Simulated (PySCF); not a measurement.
**Magnetisability: `CN(C)B(N)[AsH2]`, C2H10AsBN2**

Cartesian coordinates in Å; atom numbers follow the order of the lines, from 1:
```xyz
16

C    -1.0664   -1.4368   -0.1120
N    -0.5486   -0.0908   -0.0621
C    -1.6230    0.8719    0.0116
B     0.8227    0.2209   -0.1465
N     1.2638    1.5528   -0.2425
As    2.2437   -1.2521   -0.1776
H    -1.6891   -1.5808   -1.0039
H    -1.6873   -1.6468    0.7673
H    -0.2504   -2.1598   -0.1400
H    -2.2863    0.6334    0.8508
H    -1.2349    1.8749    0.1625
H    -2.2234    0.8631   -0.9067
H     0.6742    2.3666   -0.2839
H     2.2416    1.7829   -0.2768
H     2.0053   -1.6522    1.2576
H     3.3504   -0.3382    0.2908
```

Computed with PySCF, GIAO CAM-B3LYP/pcSseg-1 magnetisability, rotational g tensor and spin-rotation constants, non-relativistic, gas phase. Geometry: GFN2-xTB.

The calculation is non-relativistic, which matters for the atoms heavier than Zn.

Question: What are the magnetisability and the molar susceptibility?

Answer: Isotropic -1409 × 10⁻³⁰ J/T², or -84.8 × 10⁻⁶ cm³/mol; principal values -1431, -1411, -1384 × 10⁻³⁰ J/T², anisotropy 41 × 10⁻³⁰ J/T² (root of half the summed squared differences of the principal values). The susceptibility is in cgs units.

Question: Split it along the inertial axes a, b, c into diamagnetic and paramagnetic parts about the centre of mass, with the quadrupole moment.

Answer: 
| axis | χ (10⁻⁶ cm³/mol) | diamagnetic (10⁻⁶ cm³/mol) | paramagnetic (10⁻⁶ cm³/mol) | summed x² of all electrons (Å²) | quadrupole Θ (D Å) |
| --- | --- | --- | --- | --- | --- |
| a | -84.3 | -440.9 | 356.6 | 216.8 | +0.36 |
| b | -84.8 | -990.9 | 906.1 | 87.2 | +6.01 |
| c | -85.5 | -1289.6 | 1204.2 | 16.8 | -6.38 |

Anisotropies 2χaa − χbb − χcc = +1.7 and 2χbb − χaa − χcc = +0.1 × 10⁻⁶ cm³/mol. Θ is traceless in Buckingham's convention.

Question: And the rotational g tensor?

Answer: 
| axis | rotational constant (GHz) | g | nuclear part | electronic part |
| --- | --- | --- | --- | --- |
| a | 3.8180 | -0.0066 | 0.6331 | -0.6396 |
| b | 1.3091 | -0.0040 | 0.5533 | -0.5573 |
| c | 0.9967 | +0.0007 | 0.5645 | -0.5638 |

Asymmetric top; isotopes 75As, 11B, 12C, 1H, 14N; no vibrational averaging.
